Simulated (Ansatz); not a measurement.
Cost and result for the atomization energy of `C[SiH2]B(O)O` (12 atoms, 11 bonds).

```xyz
12

C    -0.288    0.028    1.781
Si    0.714    0.410    0.236
B    -0.214   -0.266   -1.455
O    -1.414   -0.912   -1.412
O     0.301   -0.115   -2.706
H     0.216    0.394    2.678
H    -0.432   -1.049    1.899
H    -1.272    0.503    1.738
H     2.069   -0.207    0.353
H     0.938    1.884    0.137
H    -1.762   -1.010   -0.525
H     1.144    0.340   -2.724
```

Charge 0, multiplicity 1. The structure was optimised at the PBE0-D4/def2-TZVP level. It is one conformer, not always the lowest. Program: Ansatz. All runs use 4 threads of an Arm Neoverse V1 on a shared host. Times are those of one run each, without the atoms' runs, and a repeat can differ threefold. Electronic energies, without spin–orbit coupling; frozen cores. CCSD(T)/CBS adds CCSD(T) − MP2 in def2-TZVPP to the MP2 limit, and its time is that of the two runs behind it. T1 = 0.013. B3LYP takes the VWN-RPA correlation (the form of Gaussian; ORCA's B3LYP/G).

CCSD(T)/CBS is a level of theory with its own doubt, some kJ/mol a heavy atom from the limit and from the frozen cores, so smaller differences don't rank the functionals.

```
                             level  functions  wall time
   PBE-D4/def2-TZVPP (with forces)        264      2.8 s
                PBE0-D4/def2-TZVPP        264      3.4 s
 B3LYP-D4/def2-TZVPP (with forces)        264      5.5 s
r2SCAN-D4/def2-TZVPP (with forces)        264        6 s
                 B2PLYP/def2-TZVPP        264        6 s
                ωB97X-V/def2-TZVPP        264        9 s
  ωB97M-V/def2-TZVPP (with forces)        264       13 s
                    MP2/def2-QZVPP        508       26 s
                CCSD(T)/def2-TZVPP        264    3.6 min
                 CCSD(T)/CBS(def2)          –      4 min
```

Question: What atomization energy does each give, and how far from CCSD(T)/CBS? (Estimate.)

Answer: Ansatz gave: 
```
                             level  atomization (kJ/mol)  difference from CCSD(T)/CBS  per bond
   PBE-D4/def2-TZVPP (with forces)                4637.3                         61.2       5.6
                PBE0-D4/def2-TZVPP                4561.7                        -14.4      -1.3
 B3LYP-D4/def2-TZVPP (with forces)                4570.2                         -5.9      -0.5
r2SCAN-D4/def2-TZVPP (with forces)                4593.1                         17.0       1.5
                 B2PLYP/def2-TZVPP                4528.3                        -47.8      -4.3
                ωB97X-V/def2-TZVPP                4583.5                          7.4       0.7
  ωB97M-V/def2-TZVPP (with forces)                4589.1                         13.0       1.2
                    MP2/def2-QZVPP                4603.5                         27.4       2.5
                CCSD(T)/def2-TZVPP                4463.0                       -113.1     -10.3
                 CCSD(T)/CBS(def2)                4576.1                          0.0       0.0
```

From PBE to PBE0 (25 % exact exchange), in def2-TZVPP and without D4, the atomization energy moves by −72.3 kJ/mol: exact exchange takes away binding that semilocal exchange gives to molecules. In def2-TZVPP, CCSD(T) changes the Hartree–Fock value by +1065.1 kJ/mol (the triples alone add +59.4 kJ/mol) and MP2 by +1138.5 kJ/mol; breaking electron pairs costs correlation energy, which Hartree–Fock lacks. The D4 term adds +34.5 kJ/mol with B3LYP and +18.2 kJ/mol with PBE0; it sums over pairs of atoms, weighted by their polarisabilities, and B3LYP, whose exchange is more repulsive, gets the larger term.
